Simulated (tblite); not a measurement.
Input of a run (GFN2-xTB geometry optimisation, gas phase (tblite 0.8.0)), started from a force field or distance geometry:
```
{"job": {"kind": "relax", "xc": "GFN2-xTB", "basis": "xTB"}, "charge": 0, "multiplicity": 2}
C     -3.027700     0.086700    -0.463900
C     -2.101600     0.893500    -1.110600
C     -0.727000     0.738200    -0.806200
C     -0.277200    -0.197900     0.115800
C      1.187200    -0.403000     0.480100
C      2.139200     0.765400     0.521300
C      2.269100    -0.250900    -0.575500
C     -1.249900    -0.993700     0.755800
C     -2.612300    -0.858700     0.465300
H     -2.428400     1.626900    -1.821500
H     -0.029700     1.381700    -1.328200
H      1.376100    -1.179300     1.217400
H      2.890800     0.767600     1.315800
H      1.792600     1.755500     0.263800
H      3.100900    -0.935400    -0.529400
H      1.994900     0.039300    -1.566900
H     -0.953100    -1.743200     1.485400
H     -3.352600    -1.486300     0.963200
```

Output (eV, eV/Å):
```
step      E/eV     max force
  0    -645.37726    1.881
  1    -645.44633    0.677
  2    -645.46717    0.434
  3    -645.48376    0.270
  4    -645.48956    0.216
  5    -645.49762    0.249
  6    -645.50353    0.214
  7    -645.50775    0.176
  8    -645.50996    0.122
  9    -645.51111    0.105
 10    -645.51191    0.069
 11    -645.51272    0.068
 12    -645.51341    0.066
 13    -645.51386    0.047
 14    -645.51413    0.043
 15    -645.51435    0.033
 16    -645.51457    0.038
 17    -645.51475    0.037
 18    -645.51491    0.027
 19    -645.51506    0.036
 20    -645.51520    0.033
 21    -645.51530    0.022
 22    -645.51539    0.020
 23    -645.51549    0.033
 24    -645.51562    0.042
 25    -645.51575    0.035
 26    -645.51585    0.029
 27    -645.51592    0.024
 28    -645.51600    0.026
 29    -645.51607    0.029
 30    -645.51611    0.018
 31    -645.51613    0.009
```

Task: Summarise the run.

Result: The energy falls by 0.139 eV over 31 L-BFGS steps, the largest force on an atom goes from 1.88 to 0.009 eV/Å, and the atoms move by 0.052 Å rms after alignment. The bond that changes most is C4–C5 (ends: carbon bonded to 3 C; carbon bonded to 3 C and H), which shortens by 0.041 Å. Bonds longer at the end by more than 0.005 Å: 2 of 19; shorter: 11. Among the angles that change most is C2–C1–C9, from 120.5° to 124.5°. The energy never rose by more than 1e-5 eV on the way. The first step brought 50 % of the lowering.

Task: What are the final bond lengths?

Result: C1–C2 1.364 Å, C2–C3 1.392 Å, C3–C4 1.391 Å, C4–C5 1.482 Å, C5–C6 1.506 Å, C6–C7 1.492 Å, C4–C8 1.391 Å, C8–C9 1.392 Å, C1–C9 1.363 Å, C5–C7 1.506 Å, C2–H10 1.080 Å, C3–H11 1.080 Å, C5–H12 1.084 Å, C6–H13 1.080 Å, C6–H14 1.079 Å, C7–H15 1.080 Å, C7–H16 1.079 Å, C8–H17 1.081 Å, C9–H18 1.080 Å. Numbering counts from 1 in the input's order; the species is `[c]1ccc(C2CC2)cc1` [radical].

Time: 0.19 s. Hardware: an INTEL XEON PLATINUM 8581C at 2.10 GHz with one thread, no GPU, shared host with 80 logical CPUs at a one-minute load of 19.

Its GFN2-xTB frequencies are all real (lowest 68 cm⁻¹).

Conformer computed: `[c:1]1[cH:2][cH:3][c:4]([CH:5]2[CH2:6][CH2:7]2)[cH:8][cH:9]1`: C3–C4–C5–C6 35°.

One conformer stands for the species.
